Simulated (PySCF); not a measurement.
## Ionisation energy of N³⁺ by level of theory

N³⁺ [He] 2s2 → N⁴⁺ [He] 2s1 [2s1/2^1, M_J = 1/2], as a difference of total energies. Computed with PySCF 2.14 in x2c-TZVPall-2c (5s3p2d1f, 31 functions), with the two-component X2C-1e Hamiltonian. Correlated levels: 1s2 frozen. "Screened" scales the spin-orbit matrix elements by Boettger's factors to mimic the two-electron term; Breit and QED terms are absent.

```tsv
method	ionisation energy (eV)
GHF (screened spin-orbit)	75.018
GMP2 (screened spin-orbit)	76.357
```

Q: How much does correlation contribute at GMP2 (screened spin-orbit)?

A: 76.357 − (75.018) = 1.339 eV, measured against GHF (screened spin-orbit).

Errors of the correlated levels include the incompleteness of this basis and the frozen core.

MP2 underrates the near-degeneracy of ns² with np² in the lower species.

For comparison: 77.474 eV (measured; NIST Atomic Spectra Database, ionization energies).
